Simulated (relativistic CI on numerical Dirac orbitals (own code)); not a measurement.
**Level scheme of Mn⁵⁺**

Method of calculation: Dirac-Coulomb-Breit CI, separate exchange-only KLI orbitals for each configuration, model QED, valence Slater integrals scaled by 0.85, P86 correlation estimate, and configurations built on the next ion tied to the tabulated ionisation energy (semi-empirical) (own radial code, finite nucleus).

Configurations in the expansion (outside the closed core [Ne]): 3s²3p⁶3d², 3s²3p⁶3d4s, 3s²3p⁶3d4p, 3s²3p⁶3d4d, 3s²3p⁶3d5s, 3s²3p⁶3d4f, 3s²3p⁵3d³, 3s²3p⁴3d⁴, 3s3p⁶3d³, 3s²3p⁶3d5p, 3s²3p⁶4s², 3s²3p⁶3d5d, 3s²3p⁶3d5f, 3s²3p⁶3d5g, 3s²3p⁶4s4p, 3s²3p⁵3d²4s, 3p⁶3d⁴, 3s²3p⁶4p², 3s²3p⁶4s4d, 3s²3p⁵3d²4p, 3s²3p⁶4p4d, 3s²3p⁵3d²4d, 3s3p⁵3d⁴. Levels of other configurations are missing.

The lowest level is 3s²3p⁶3d² ³F2, with 98 % of that term; Hund's rules for 3s²3p⁶3d² give ³F with J = 2, in agreement.

| No. | Configuration | Term | J | E (eV) | % | Next component (%) | Landé g | Lifetime (s) |
| --- | --- | --- | --- | --- | --- | --- | --- | --- |
| 1 | 3s²3p⁶3d² | ³F | 2 | 0.0000 | 98 | 2 3s²3p⁴3d⁴ ³F | 0.666 |  |
| 2 | 3s²3p⁶3d² | ³F | 3 | 0.0898 | 98 | 2 3s²3p⁴3d⁴ ³F | 1.083 | 1.03e+02 |
| 3 | 3s²3p⁶3d² | ³F | 4 | 0.2004 | 98 | 2 3s²3p⁴3d⁴ ³F | 1.250 | 6.98e+01 |
| 4 | 3s²3p⁶3d² | ¹D | 2 | 1.7388 | 93 | 4 ³P | 1.021 | 2.87e+00 |
| 5 | 3s²3p⁶3d² | ³P | 0 | 2.0399 | 98 | 2 3s²3p⁴3d⁴ ³P |  | 1.79e+01 |
| 6 | 3s²3p⁶3d² | ³P | 1 | 2.0731 | 98 | 2 3s²3p⁴3d⁴ ³P | 1.501 | 1.37e+01 |
| 7 | 3s²3p⁶3d² | ³P | 2 | 2.1411 | 94 | 4 ¹D | 1.478 | 8.12e+00 |
| 8 | 3s²3p⁶3d² | ¹G | 4 | 3.0515 | 98 | 1 3s²3p⁴3d⁴ ¹G | 1.000 | 3.41e+00 |
| 9 | 3s²3p⁶3d² | ¹S | 0 | 6.4846 | 98 | 2 3s²3p⁴3d⁴ ¹S |  | 7.77e-02 |
| 10 | 3s²3p⁶3d4s | ³D | 1 | 31.3610 | 99 | 1 3s²3p⁵3d²4p ³D | 0.498 | 1.02e-05 |
| 11 | 3s²3p⁶3d4s | ³D | 2 | 31.4132 | 98 | 2 ¹D | 1.163 | 1.02e-05 |
| 12 | 3s²3p⁶3d4s | ³D | 3 | 31.5185 | 99 | 1 3s²3p⁵3d²4p ³D | 1.334 | 1.02e-05 |
| 13 | 3s²3p⁶3d4s | ¹D | 2 | 31.9924 | 97 | 2 ³D | 1.003 | 8.38e-06 |
| 14 | 3s²3p⁶3d4p | ¹D° | 2 | 40.0719 | 90 | 7 ³F° | 0.982 | 1.35e-10 |
| 15 | 3s²3p⁶3d4p | ³D° | 1 | 40.2460 | 98 | 1 ¹P° | 0.505 | 6.81e-11 |
| 16 | 3s²3p⁶3d4p | ³D° | 2 | 40.3347 | 94 | 3 ¹D° | 1.155 | 6.98e-11 |
| 17 | 3s²3p⁶3d4p | ³D° | 3 | 40.4402 | 93 | 6 ³F° | 1.317 | 7.03e-11 |
| 18 | 3s²3p⁶3d4p | ³F° | 2 | 40.5349 | 90 | 6 ¹D° | 0.701 | 1.66e-10 |
| 19 | 3s²3p⁶3d4p | ³F° | 3 | 40.6592 | 93 | 6 ³D° | 1.098 | 1.62e-10 |
| 20 | 3s²3p⁶3d4p | ³F° | 4 | 40.8446 | 99 |  | 1.250 | 1.77e-10 |
| 21 | 3s²3p⁶3d4p | ³P° | 1 | 41.2470 | 96 | 3 ¹P° | 1.483 | 9.23e-11 |
| 22 | 3s²3p⁶3d4p | ³P° | 0 | 41.2590 | 99 |  |  | 9.26e-11 |
| 23 | 3s²3p⁶3d4p | ³P° | 2 | 41.2918 | 98 | 1 ¹D° | 1.495 | 9.31e-11 |
| 24 | 3s²3p⁶3d4p | ¹F° | 3 | 41.6435 | 99 | 1 ³D° | 1.002 | 5.77e-11 |
| 25 | 3s²3p⁶3d4p | ¹P° | 1 | 41.9915 | 96 | 3 ³P° | 1.010 | 8.24e-11 |
| 26 | 3s²3p⁵3d³‡ | ⁵S° | 2 | 46.1208 | 99 | 1 3s3p⁵3d⁴ ⁵S° | 2.000 | 3.17e-07 |
| 27 | 3s²3p⁵3d³‡ | ⁵D° | 2 | 46.7072 | 92 | 7 ⁵F° | 1.463 | 4.16e-07 |
| 28 | 3s²3p⁵3d³‡ | ⁵D° | 1 | 46.7114 | 96 | 3 ⁵F° | 1.456 | 4.36e-07 |
| 29 | 3s²3p⁵3d³‡ | ⁵D° | 0 | 46.7184 | 99 | 1 3s3p⁵3d⁴ ⁵D° |  | 4.43e-07 |
| 30 | 3s²3p⁵3d³‡ | ⁵D° | 3 | 46.7213 | 88 | 11 ⁵F° | 1.472 | 2.92e-07 |

Energies count from the lowest computed level; ° marks odd parity; lifetimes are radiative, by E1, M1, E2 decay to levels of this space only. ‡ marks configurations that were not tied to measured data.

The mean weight of the leading LS term, summed over parents, in these 30 levels is 96 %, and that of the leading jj configuration (from the same eigenvectors) 64 %, so LS coupling describes them better.

Configurations that consist of the next ion and one excited electron were tied to the tabulated ionisation energy; Rydberg ones are usually within 1,000 to 3,000 cm⁻¹ and the lowest ones within about 6,000 (9,000 in d shells), while levels on excited terms of the next ion carry the error of that term, and the other configurations can be misplaced by 10,000 cm⁻¹ or more. Rates follow the energies as ν³ (E1, M1) or ν⁵ (E2), so rates, branching and lifetimes can be off by large factors. 38 of the 38 excited levels that our extract of the measured tables holds in this range could be paired (the sources list more); they are missed by 2902 cm⁻¹ on average and 4316 at most, and levels without a partner can miss by more. Some levels of the ground configuration have no partner and can miss by 10 % or more.

Landé's interval rule says that E(J) − E(J−1) = AJ with one A. For the ground term the intervals give A = 241.5, 222.9 cm⁻¹ for J = 3, 4; the multiplet is regular.
